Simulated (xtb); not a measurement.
Job for xtb: GFN-FF on AlH5O (a complex).

```
$ xtb mol.xyz --gfnff --sp --chrg 0 --uhf 0
7

Al    -0.02131263     0.21827211     0.32568648
H      0.60329896    -0.93480702    -0.56573406
H     -1.60833495     0.38573284     0.33738105
H      0.86874100     1.50996026     0.61918682
O      0.11130945    -0.54711646     2.21663320
H     -0.75374022    -0.64871489     2.63424699
H      0.65940186    -0.00249505     2.79630045
```

Program output:

```
[...]
           -------------------------------------------------
          |                Calculation Setup                |
           -------------------------------------------------



          ==================== Thresholds ====================
          CN  :   150.00000
          rep :   500.00000
          disp:  2500.00000
          HB1 :   250.00000
          HB2 :   450.00000

          Pauling EN used:
          Z : 1  EN :  2.20
          Z : 8  EN :  3.44
          Z :13  EN :  1.61
          electric field strengths (au): 0.000

           -------------------------------------------------
          |           Force Field Initialization            |
           -------------------------------------------------

          distances ...
          ----------------------------------------
          generating topology and atomic info file ...
          pair mat ...
          computing topology distances matrix with Floyd-Warshall algo ...
          making topology EEQ charges ...
          #fragments for EEQ constrain: 1
          ----------------------------------------
          generating topology and atomic info file ...
          pair mat ...
          computing topology distances matrix with Floyd-Warshall algo ...
          making topology EEQ charges ...
          #fragments for EEQ constrain: 1
          rings ...
          # BATM   12
          # H in HB   5

  atom   neighbors  erfCN metchar sp-hybrid imet pi  qest     coordinates
    1  Al      4    3.39   0.15         3    1    0   0.156   -0.040275    0.412475    0.615458
    2  H       1    0.95   0.01         0    0    0  -0.014    1.140070   -1.766529   -1.069082
    3  H       1    0.95   0.01         0    0    0  -0.014   -3.039313    0.728929    0.637558
    4  H       1    0.95   0.01         0    0    0  -0.014    1.641683    2.853411    1.170094
    5  O       3    2.71   0.00         3    0    0  -0.446    0.210344   -1.033900    4.188830
    6  H       1    0.97   0.00         0    0    0   0.166   -1.424363   -1.225893    4.978005
    7  H       1    0.97   0.00         0    0    0   0.166    1.246089   -0.004715    5.284242

          #atoms :   7
          #bonds :   6
          #angl  :   9
          #tors  :   6
          #nmol  :   1
          #optfrag :   1
           -------------------------------------------------
          |                   G F N - F F                   |
          |          A general generic force-field          |
          |                  Version 1.0.3                  |
           -------------------------------------------------
          Number of HB bonds (bound hydrogen)     0
          Number of HB bonds (unbound hydrogen)   0
          Number of XB bonds                      0

 E+G (total)                   0 d,  0 h,  0 min,  0.000 sec
 distance/D3 list               ...        0 min,  0.000 sec (  1.048%)
 non bonded repulsion           ...        0 min,  0.000 sec ( 18.646%)
 dCN                            ...        0 min,  0.000 sec (  8.370%)
 EEQ energy and q               ...        0 min,  0.000 sec ( 11.038%)
 D3                             ...        0 min,  0.000 sec ( 11.836%)
 EEQ gradient                   ...        0 min,  0.000 sec (  7.889%)
 bonds                          ...        0 min,  0.000 sec (  8.947%)
 bend and torsion               ...        0 min,  0.000 sec ( 10.998%)
 bonded ATM                     ...        0 min,  0.000 sec (  4.862%)
 HB/XB (incl list setup)        ...        0 min,  0.000 sec (  8.543%)

         :::::::::::::::::::::::::::::::::::::::::::::::::::::
         ::                     SUMMARY                     ::
Note: The following floating-point exceptions are signalling: IEEE_UNDERFLOW_FLAG IEEE_DENORMAL
normal termination of xtb
         :::::::::::::::::::::::::::::::::::::::::::::::::::::
         :: total energy              -0.561972252781 Eh    ::
         :: gradient norm              0.123103094829 Eh/a0 ::
         ::.................................................::
         :: bond energy               -0.543983302043 Eh    ::
         :: angle energy               0.000951207065 Eh    ::
         :: torsion energy             0.000464073424 Eh    ::
         :: repulsion energy           0.036642504794 Eh    ::
         :: electrostat energy        -0.054525000896 Eh    ::
         :: dispersion energy         -0.001518163322 Eh    ::
         :: HB energy                  0.000000000000 Eh    ::
         :: XB energy                  0.000000000000 Eh    ::
         :: bonded atm energy         -0.000003571804 Eh    ::
         :: external energy            0.000000000000 Eh    ::
         :: add. restraining           0.000000000000 Eh    ::
         :: total charge               0.000000000000 e     ::
         :::::::::::::::::::::::::::::::::::::::::::::::::::::

           -------------------------------------------------
          |                Property Printout                |
           -------------------------------------------------

molecular dipole:
                 x           y           z       tot (Debye)
 q only:       -0.133       0.287       0.017       0.806

           -------------------------------------------------
          | TOTAL ENERGY               -0.561972252781 Eh   |
          | GRADIENT NORM               0.123103094829 Eh/α |
           -------------------------------------------------
########################################################################
[WARNING] Runtime exception occurred
-1- gfnff_setup: Could not read topology file.
########################################################################

------------------------------------------------------------------------
------------------------------------------------------------------------
 total:
 SCF:
```

The run finished.

Cost: roughly 0.04 core-seconds.
